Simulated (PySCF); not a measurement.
B(F)(Me)(OMe) (C2H6BFO), SMILES COB(C)F. Heavy atoms are numbered as in [B:1]([F:2])([CH3:3])[O:7][CH3:8]. Hydrogens are named by the atom that carries them.

Coordinates come from a r2SCAN-D4/def2-SVP optimisation. Other conformers were not sampled.

Computed with PBE/pcSseg-1 (PySCF).

GIAO shieldings, no solvent; atoms alike by connectivity are averaged. δ = σ(ref) − σ: ¹¹B against BF3 (σ = 83.9 ppm); ¹⁹F against CFCl3 (σ = 133.6 ppm); ¹³C against TMS (σ = 182.0 ppm); ¹H against TMS (σ = 31.49 ppm); ¹⁷O against H2O (σ = 334.3 ppm), references at their B3LYP-D3(BJ)/def2-TZVP geometries, non-relativistic.

Computed chemical shifts:
```csv
nucleus,atoms,count,δ (ppm)
¹¹B,B1,1,19.6
¹⁹F,F2,1,-92.2
¹³C,C8 (CH3),1,57.7
¹³C,C3 (CH3),1,-3.3
¹H,H on C8,3,3.96
¹H,H on C3,3,0.57
¹⁷O,O7,1,142.5
```
